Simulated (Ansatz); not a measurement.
C3F8O, SMILES `FC(F)(F)OC(F)(F)C(F)(F)F`. Charge 0, multiplicity 1. All single points use the PBE0-D4/def2-TZVP geometry. It is one conformer, not always the lowest.

```xyz
12

F     0.250    2.091    0.029
C     0.846    1.215    0.827
F     1.969    0.820    0.248
F     1.131    1.810    1.967
O     0.012    0.173    1.136
C    -0.216   -0.899    0.305
F    -1.104   -1.645    0.951
F     0.891   -1.618    0.120
C    -0.813   -0.555   -1.091
F     0.085    0.061   -1.848
F    -1.176   -1.678   -1.693
F    -1.875    0.224   -0.951
```

**Question.** What is the dipole moment at PBE/def2-TZVPP? (Estimate.)

**Answer.** The calculation gave: 0.08 D, with components (0.04, 0.05, -0.04) D in this frame, pointing from negative to positive charge.

**Question.** And with r2SCAN, B3LYP, ωB97M-V? (An estimate is asked.)

**Answer.** Ansatz gave: r2SCAN 0.08 D, B3LYP 0.07 D, ωB97M-V 0.08 D.

**Question.** Give the Mulliken charges with PBE, ωB97M-V, B3LYP in def2-TZVPP. (Best estimate.)

**Answer.** The calculation gave: 
| atom | PBE | ωB97M-V | B3LYP |
| --- | --- | --- | --- |
| F1 | -0.11 | -0.14 | -0.15 |
| C2 | 0.42 | 0.54 | 0.57 |
| F3 | -0.11 | -0.14 | -0.15 |
| F4 | -0.10 | -0.14 | -0.14 |
| O5 | -0.17 | -0.22 | -0.24 |
| C6 | 0.28 | 0.37 | 0.41 |
| F7 | -0.10 | -0.13 | -0.15 |
| F8 | -0.11 | -0.14 | -0.15 |
| C9 | 0.33 | 0.42 | 0.46 |
| F10 | -0.11 | -0.14 | -0.15 |
| F11 | -0.10 | -0.14 | -0.15 |
| F12 | -0.11 | -0.14 | -0.15 |

B3LYP here is the variant with VWN-RPA as its local correlation; programs differ in this.
